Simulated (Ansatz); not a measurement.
Spin states of AlB3⁺, each relaxed with PBE0-D4/def2-TZVP in Ansatz. Electronic energies in the gas phase.

Correlated methods freeze 8 core orbitals. The structure comes from a short search, and lower isomers may exist.

Doublet geometry (C2v within 0.1 Å):

```xyz
4

B    -0.8037    0.3769    1.1303
B     0.0053   -0.0311   -0.1458
B     0.6950    0.1505    1.2473
Al    0.1034   -0.4963   -2.2318
```

Quartet geometry (Cs within 0.1 Å):

```xyz
4

B    -0.863   -1.134   -0.298
B     0.162   -0.082    0.215
B    -1.019    0.174   -1.170
Al    1.720    1.041    1.252
```

⟨S²⟩: doublet 0.86 at PBE0-D4/def2-TZVP (pure 0.75), quartet 3.77 at PBE0-D4/def2-TZVP (pure 3.75).

Run but left out: HF/STO-3G, HF/def2-TZVP, HF/def2-TZVPP, PBE-QIDH/def2-TZVP, MP2/def2-TZVP, MP2/def2-TZVPP, CCSD/def2-TZVPP, CCSD(T)/def2-TZVPP (doublet: ⟨S²⟩ 1.12 to 1.74, where a pure state has 0.75).

Only these spin states were relaxed.

| level | quartet − doublet (kJ/mol) | lowest of these | remarks |
| --- | --- | --- | --- |
| PBE-D4/def2-TZVP | 126.3 | doublet | – |
| r2SCAN-D4/def2-TZVP | 104.5 | doublet | spin-contaminated (⟨S²⟩ 0.90) (doublet) |
| PBE0-D4/def2-TZVP | 101.0 | doublet | spin-contaminated (⟨S²⟩ 0.86) (doublet) |
| ωB97X-V/def2-TZVP | 98.4 | doublet | spin-contaminated (⟨S²⟩ 0.83) (doublet) |

Question: Estimate the rows for BLYP-D4/def2-TZVP, r2SCAN0-D4/def2-TZVP, BHLYP-D4/def2-TZVP, RPA@PBE/def2-TZVP.

Answer: 
```
               level  quartet − doublet (kJ/mol)  lowest of these                                  remarks
   BLYP-D4/def2-TZVP                       123.4          doublet                                        –
r2SCAN0-D4/def2-TZVP                        88.1          doublet  spin-contaminated (⟨S²⟩ 0.98) (doublet)
  BHLYP-D4/def2-TZVP                        79.1          doublet  spin-contaminated (⟨S²⟩ 0.90) (doublet)
   RPA@PBE/def2-TZVP                       112.5          doublet                                        –
```
